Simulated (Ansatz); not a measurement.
`[SiH3]CN[SiH2]Cl`, relaxed with RKS PBE0-D4/def2-TZVP in Ansatz from a PBE-D4/def2-SVP geometry. The force threshold is 0.005 eV/Å; the program also tests the step.

Charge 0, multiplicity 1.

Start:

```xyz
13

Si   -0.128   -1.647    1.459
C     0.075    0.134    0.799
N    -0.421    0.243   -0.572
Si    0.289    1.233   -1.800
Cl    0.026    3.301   -1.531
H     0.722   -2.596    0.661
H     0.254   -1.728    2.914
H    -1.571   -2.054    1.312
H     1.161    0.375    0.812
H    -0.398    0.864    1.500
H    -1.413    0.008   -0.674
H     1.769    1.002   -1.786
H    -0.366    0.864   -3.096
```

```
step  energy (eV)  largest force (eV/Å)  largest move (Å)
   1  -30925.2854                 0.630             0.000
   2  -30925.3387                 0.302             0.045
   3  -30925.3453                 0.075             0.027
   4  -30925.3459                 0.035             0.009
   5  -30925.3462                 0.039             0.038
   6  -30925.3467                 0.016             0.029
   7  -30925.3468                 0.015             0.013
   8  -30925.3469                 0.014             0.023
   9  -30925.3470                 0.016             0.019
  10  -30925.3471                 0.012             0.008
  11  -30925.3471                 0.005             0.008
```

End:

```xyz
13

Si   -0.148   -1.621    1.471
C     0.114    0.107    0.760
N    -0.382    0.192   -0.607
Si    0.274    1.234   -1.780
Cl   -0.049    3.248   -1.413
H     0.670   -2.613    0.727
H     0.214   -1.653    2.913
H    -1.586   -1.981    1.323
H     1.191    0.309    0.757
H    -0.331    0.864    1.420
H    -1.347   -0.086   -0.708
H     1.745    1.073   -1.786
H    -0.365    0.927   -3.078
```

It took 57 s on 4 threads of an Arm Neoverse V1 on a shared host, with 0.68 GiB of host memory at the peak.
